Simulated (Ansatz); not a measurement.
Cartesian coordinates in Å:
```
C -1.394 -1.125 0.266
Si 0.360 -0.687 0.731
C 0.805 1.086 0.187
C 0.522 1.244 -1.245
S 1.569 1.037 -2.459
H -1.526 -1.109 -0.819
H -1.641 -2.129 0.619
H -2.108 -0.427 0.710
H 1.325 -1.611 0.083
H 0.541 -0.748 2.208
H 0.198 1.765 0.795
H 1.866 1.224 0.407
H -0.519 1.481 -1.483
```

Charge 0, multiplicity 1.

Task: List the PBE/def2-TZVPP orbital energies in eV (Ansatz 0.2.0). (Estimate.)

Result: The calculation gave: Occupied: -2395.20, -1779.74, -270.75, -269.33, -268.88, -208.15, -154.29, -154.26, -154.02, -137.48, -94.23, -94.20, -94.19, -20.35, -17.80, -17.31, -14.01, -12.58, -11.53, -10.47, -10.29, -10.12, -9.07, -8.78, -8.15, -8.05, -6.85, -5.10. Lowest empty: -2.91, -0.09, 0.09, 0.82, 1.07, 1.24, 1.42, 1.62.
